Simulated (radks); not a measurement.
Values are calculated unless marked as measured or tabulated.
Numerical settings for the cobalt ion Co2+, [Ar] 3d7. Code: a radial shooting solver on a logarithmic mesh with Libxc functionals. Model: Dirac Kohn-Sham, PBE, spin-unpolarised, spherical densities, finite nucleus; open shells are shared between the two j in proportion to 2j + 1; Fermi nuclear charge, rms radius 3.7875 fm. The defaults (mesh step 0.008 in ln r, mesh end at 40 bohr or more with all orbitals vanishing there, Anderson mixing 0.5 over 9 steps, residual threshold near 1e-9 with the energy settled to 1e-9 hartree or 1e-11 of itself, here a cap of 74 iterations) give E = -1392.2252 hartree and 3d5/2 at -26.984 eV in 15 iterations. Run on one thread of a shared host, so times are rough (Intel(R) Xeon(R) 6975P-C): 0.07 s of CPU time, 0.07 s wall, 15 iterations on 2189 mesh points. Changes against that run (0 stands for a change within the tolerance of the run):

[
 {"setting": "mesh step in ln r 0.08", "iterations": "4", "converged": "no", "E (mhartree)": "diverged", "e(3d5/2) (meV)": "-", "CPU (s)": "0.02"},
 {"setting": "mesh step in ln r 0.03", "iterations": "15", "converged": "yes", "E (mhartree)": "+0.000552", "e(3d5/2) (meV)": "0", "CPU (s)": "0.02"},
 {"setting": "mesh step in ln r 0.003", "iterations": "16", "converged": "yes", "E (mhartree)": "0", "e(3d5/2) (meV)": "0", "CPU (s)": "0.17"},
 {"setting": "mesh end (bohr) 8", "iterations": "15", "converged": "yes", "E (mhartree)": "+0.000978", "e(3d5/2) (meV)": "+0.116", "CPU (s)": "0.07"},
 {"setting": "mesh end (bohr) 20", "iterations": "15", "converged": "yes", "E (mhartree)": "0", "e(3d5/2) (meV)": "0", "CPU (s)": "0.07"},
 {"setting": "residual threshold 1e-16", "iterations": "74", "converged": "no", "E (mhartree)": "0", "e(3d5/2) (meV)": "0", "CPU (s)": "0.17"},
 {"setting": "residual threshold 0.001", "iterations": "10", "converged": "yes", "E (mhartree)": "0", "e(3d5/2) (meV)": "-0.778", "CPU (s)": "0.05"},
 {"setting": "mixing 0.2", "iterations": "18", "converged": "yes", "E (mhartree)": "0", "e(3d5/2) (meV)": "0", "CPU (s)": "0.08"},
 {"setting": "linear mixing, mixing 0.05", "iterations": "74", "converged": "no", "E (mhartree)": "+0.0501", "e(3d5/2) (meV)": "-383", "CPU (s)": "0.27"},
 {"setting": "linear mixing, mixing 0.5", "iterations": "30", "converged": "yes", "E (mhartree)": "0", "e(3d5/2) (meV)": "0", "CPU (s)": "0.1"},
 {"setting": "mixing history 2", "iterations": "22", "converged": "yes", "E (mhartree)": "0", "e(3d5/2) (meV)": "0", "CPU (s)": "0.08"},
 {"setting": "iteration cap 3", "iterations": "3", "converged": "no", "E (mhartree)": "+59.2", "e(3d5/2) (meV)": "-1.6e+03", "CPU (s)": "0.02"}
]

No run marked as converged misses the energy by more than 1 mhartree. A mesh that ends early acts as a hard wall.
